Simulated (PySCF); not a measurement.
Spin-rotation constants: `C#CC1=CC=CC[C@@H]1O`, C8H8O

Geometry (Å), atoms numbered from 1 in this order:
```xyz
17

C     3.1410    1.1054   -0.9637
C     2.0186    0.8408   -0.6231
C     0.7122    0.4928   -0.2342
C    -0.2174    1.4105    0.0920
C    -1.5468    1.0149    0.4897
C    -1.9672   -0.2395    0.3087
C    -1.0778   -1.2650   -0.3228
C     0.4077   -0.9853   -0.0590
O     0.7942   -1.4055    1.2374
H     4.1176    1.3483   -1.2596
H     0.0156    2.4648    0.0505
H    -2.1947    1.7693    0.9110
H    -2.9701   -0.5429    0.5693
H    -1.3131   -2.2635    0.0514
H    -1.2555   -1.2659   -1.4042
H     1.0278   -1.5835   -0.7346
H     0.3010   -0.8836    1.8814
```

The calculation used GIAO BHandHLYP/pcSseg-1 magnetisability, rotational g tensor and spin-rotation constants, non-relativistic, gas phase in PySCF. Geometry: GFN2-xTB.

(1) Give the nuclear spin-rotation constants along the inertial axes (H = +C I·J) beside the isotropic shieldings.

Results:

(1) Rotational constants 2.9295, 1.3684, 1.0763 GHz. A star marks the isotopologue with that one atom substituted, in its own axes.
| atom | isotope | Caa (kHz) | Cbb (kHz) | Ccc (kHz) | mean (kHz) | σ (ppm) |
| --- | --- | --- | --- | --- | --- | --- |
| H10 | 1H | 0.119 | -0.158 | -0.124 | -0.054 | 28.8 |
| H11 | 1H | -0.131 | 0.059 | -0.113 | -0.062 | 25.1 |
| H12 | 1H | -0.154 | 0.019 | -0.081 | -0.072 | 25.6 |
| H13 | 1H | 0.312 | -0.155 | -0.119 | 0.013 | 25.7 |
| H14 | 1H | -0.186 | -0.002 | -0.121 | -0.103 | 29.2 |
| H15 | 1H | -0.309 | -0.148 | 0.033 | -0.141 | 29.4 |
| H16 | 1H | -0.187 | -0.044 | -0.060 | -0.097 | 28.0 |
| H17 | 1H | -0.290 | -0.131 | -0.044 | -0.155 | 30.5 |
| C1 | 13C* | 0.393 | 0.416 | 0.342 | 0.384 | 94.2 |
| C2 | 13C* | -0.078 | 0.517 | 0.413 | 0.284 | 100.3 |
| C3 | 13C* | 1.430 | 0.432 | 0.154 | 0.672 | 55.0 |
| C4 | 13C* | 1.348 | 0.518 | 0.164 | 0.677 | 44.4 |
| C5 | 13C* | 1.254 | 0.452 | 0.197 | 0.634 | 54.8 |
| C6 | 13C* | 1.401 | 0.416 | 0.203 | 0.673 | 48.9 |
| C7 | 13C* | 0.510 | 0.243 | 0.170 | 0.307 | 150.1 |
| C8 | 13C* | 0.682 | 0.328 | 0.193 | 0.401 | 118.3 |
| O9 | 17O* | -0.367 | -0.113 | -0.105 | -0.195 | 272.3 |

For the geometry as given, no vibrational averaging.
